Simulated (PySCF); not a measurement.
A PySCF script (with the pyscf-properties extension) for the NMR shieldings of SMILES C[N@@H+]([AlH3-])[Si](C)(C)C, C$_{4}$H$_{16}$AlNSi, on a GFN2-xTB geometry:

```python
import basis_set_exchange as bse
import numpy as np
from pyscf import gto, dft
from pyscf.prop import nmr

atoms = """
C     1.248461   -0.507785   -1.592603
N     0.877915   -0.482075   -0.182183
Al    2.391140    0.619766    0.649890
Si   -0.821705   -0.042071    0.215979
C    -1.095327   -0.759553    1.951987
C    -1.964907   -0.875947   -1.063633
C    -0.886102    1.851031    0.125162
H     0.912478    0.412577   -2.064317
H     2.339558   -0.545045   -1.675393
H     0.816519   -1.360365   -2.121279
H     1.102035   -1.391352    0.217303
H     1.825118    0.857477    2.096860
H     2.462647    1.852705   -0.324311
H     3.512820   -0.482178    0.475461
H    -0.284064   -0.454976    2.607030
H    -1.131893   -1.845749    1.947113
H    -2.024187   -0.404673    2.385417
H    -1.789617   -0.503590   -2.068116
H    -1.834772   -1.954256   -1.083167
H    -3.004345   -0.681117   -0.822648
H    -1.691853    2.261585    0.725684
H     0.054618    2.250653    0.500963
H    -1.019291    2.211924   -0.891121
"""
names = dict.fromkeys(["C", "N", "Al", "Si", "H"], "pcSseg-1")
basis = {el: gto.basis.parse(bse.get_basis(n, elements=[el], fmt="nwchem")) for el, n in names.items()}
mol = gto.M(atom=atoms, basis=basis, charge=0, verbose=0)
mf = dft.RKS(mol, xc="PBE0")
mf.grids.level = 2
mf.grids.alignment = dft.numint.BLKSIZE   # the property module wants whole blocks of grid points
mf.conv_tol = 1e-9
mf.kernel()

calc = nmr.RKS(mf)   # GIAO
C = mf.mo_coeff
Co = C[:, mf.mo_occ > 0]
resp = mf.gen_response(singlet=True, hermi=2)
def vind(x):   # induced exchange potential for any number of trial vectors
    d = np.einsum("pi,xij,qj->xpq", C, 2 * x.reshape(-1, C.shape[1], Co.shape[1]), Co, optimize=True)
    return np.einsum("xpq,pi,qj->xij", resp(d - d.transpose(0, 2, 1)), C, Co, optimize=True).ravel()
mo1, _ = nmr.rhf.solve_mo1(calc, with_cphf=vind)
sigma = calc.kernel(mo1)
for i, s in enumerate(sigma):   # ppm
    print("%2d %-2s %9.2f" % (i, mol.atom_pure_symbol(i), np.trace(s) / 3))
```

Q: What are the results?

A: 
```
 0 C     154.00
 1 N     234.98
 2 Al    424.07
 3 Si    327.22
 4 C     186.79
 5 C     187.48
 6 C     190.43
 7 H      29.37
 8 H      28.46
 9 H      29.27
10 H      30.97
11 H      27.55
12 H      27.79
13 H      27.68
14 H      30.67
15 H      31.66
16 H      31.62
17 H      31.29
18 H      31.67
19 H      31.56
20 H      31.59
21 H      30.38
22 H      31.39
```

These numbers come from an equivalent density-fitted implementation of the same equations, which agrees with the script to about 0.01 ppm for H and up to a few tenths of a ppm for heavy atoms, so last digits may differ.

Size and cost of the density-fitted run: 213 basis functions, 38 s wall time on 1 thread of an Arm Neoverse V2, shared host; peak memory 1 GiB.
